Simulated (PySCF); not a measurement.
CBr: one state, many levels of theory

State: ²Π (doublet), unpaired electrons π ↑. Set-up: PySCF, no relativity, basis sets C def2-TZVPP, Br def2-TZVPP. De refers to C + Br in their high-spin ground configurations, without counterpoise correction. The functionals are run spin-unrestricted. A positive dipole means C(−)Br(+).

| Level | Re (Å) | ωe (cm⁻¹) | De (eV) | μ (D) |
| --- | --- | --- | --- | --- |
| UHF | 1.837 | 719 | 1.65 | 0.93 |
| UHF-MP2 | 1.804 | 765 | 3.47 | n/a |
| UHF-SCS-MP2 | 1.812 | 748 | 3.32 | n/a |
| UHF-CCSD | 1.820 | 741 | 3.18 | n/a |
| UHF-CCSD(T) | 1.824 | 734 | 3.41 | n/a |
| PBE | 1.832 | 716 | 4.12 | 1.63 |
| PBEsol | 1.819 | 734 | 4.40 | 1.69 |
| r²SCAN | 1.825 | 725 | 3.78 | 1.52 |
| r²SCANh | 1.821 | 733 | 3.65 | 1.48 |
| PBE0 | 1.815 | 745 | 3.73 | 1.52 |
| MN15 | 1.806 | 747 | 3.52 | 1.54 |
| M06-2X | 1.823 | 731 | 3.45 | 1.37 |
| ωB97X | 1.806 | 762 | 3.49 | 1.57 |

The bond length runs from 1.804 Å (UHF-MP2) to 1.837 Å (UHF). De spans 1.65 eV (UHF, mean field) to 4.40 eV (PBEsol, GGA). Correlation at CCSD(T) changes the Hartree–Fock bond energy by +1.76 eV; the triples alone change it by +0.23 eV.

Correlated steps freeze 10 core orbitals. Spin–orbit coupling is left out. The state is the lowest determinant that a PBE0 search found; another state may lie lower at other levels.

The whole job (state search and all levels along the bond) took about 13 min on 1 thread of Arm Neoverse V2 (shared host), peak memory 1.7 GiB.
